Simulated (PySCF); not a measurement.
Job for PySCF: U-B3LYP/6-31G* on H5NSi (SMILES N[SiH3]), a point of a bond scan (R = 2.586 Å).

```python
from pyscf import gto, scf, dft, mp
from pyscf.data.elements import chemcore

mol = gto.M(
    atom='''
    N     1.99679991   -0.14235401   -0.18050762
    Si   -0.57330372    0.04712310    0.03033856
    H     2.59337241    0.53828297    0.26308575
    H     2.43854824   -1.04815516   -0.19848523
    H    -1.14118321   -0.28608098    1.36605757
    H    -0.95227392    1.44629769   -0.27348173
    H    -1.17949996   -0.88202113   -0.95090140
    ''',
    basis='6-31g*',
    cart=True,
    charge=0, spin=0, verbose=3, max_memory=1800)
mf = dft.UKS(mol, xc='b3lyp')
mf.conv_tol = 1e-8
mf.max_cycle = 100
mf.init_guess_breaksym = True
mf.kernel()
if not mf.converged:
    mf = mf.newton().run(mf.mo_coeff, mf.mo_occ)
for _ in range(4):
    mo, _, stable, _ = mf.stability(return_status=True)
    if stable:
        break
    mf.kernel(mf.make_rdm1(mo, mf.mo_occ))
```

It printed:

```
converged SCF energy = -347.146322397939  <S^2> = 1.9432075e-07  2S+1 = 1.0000004
<class 'pyscf.dft.uks.UKS'> wavefunction is stable in the internal stability analysis
```

The calculation finished and met its thresholds.

Cost: roughly 15 core-seconds.
